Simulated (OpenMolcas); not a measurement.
Tm2+ in NaCl: curves along the breathing mode

Tm2+ with its 6 nearest chloride ions, on the Na site of NaCl (a = 5.64056 Å, distance in the model lattice 2.820 Å). The rest of the host is ab initio model potentials to 7.6 Å, with orthogonalisation functions on the cations behind the ligands, and point charges beyond; the distance is set by hand and nothing relaxes, and no local charge compensation is placed. Ligand basis ANO-RCC-VDZP.

```
Program             : OpenMolcas
Method              : CASSCF
Basis               : ANO-RCC-VDZP [7s6p4d2f1g]
Scalar Hamiltonian  : DKH2, point nucleus
Active space        : 13 electrons in 7 orbitals (4f)
State averaging     : 2S+1 = 2 odd, 7 roots
Spin-orbit coupling : state interaction with AMFI integrals over the reference wave functions
```

Spin-free energies (labels of O, the rotations of Oh) in cm-1 above the lowest fitted minimum, as all ligands move together:

| R (Å) | 2T1 | 2T2 | 2A2 |
| --- | --- | --- | --- |
| 2.616 | 1950 | 2080 | 2110 |
| 2.677 | 220 | 350 | 380 |
| 2.739 | 150 | 270 | 310 |
| 2.801 | 1540 | 1650 | 1700 |
| 2.862 | 4170 | 4270 | 4320 |
| 2.924 | 8000 | 8090 | 8140 |
| 2.985 | 12840 | 12930 | 12980 |

Cubic fits give the following; the wavenumber is harmonic, with the mass of all moving ligands, small differences in it between states hang on the degree of the fit, a number in brackets counts states of one label, and the table is a selection of at most 14 states with clean curves.

| State | R0 (Å) | Breathing mode (cm-1) | Minimum (cm-1) |
| --- | --- | --- | --- |
| 2T1 | 2.712 | 252 | 0 |
| 2T2 | 2.712 | 252 | 120 |
| 2A2 | 2.712 | 252 | 160 |

For an f ion spin-orbit coupling outweighs the ligand field, so these spin-free curves are not those of observable levels.

Without dynamic correlation the ligand-field splitting of an f shell can come out too small, at times by half. No measured value stands beside these numbers.
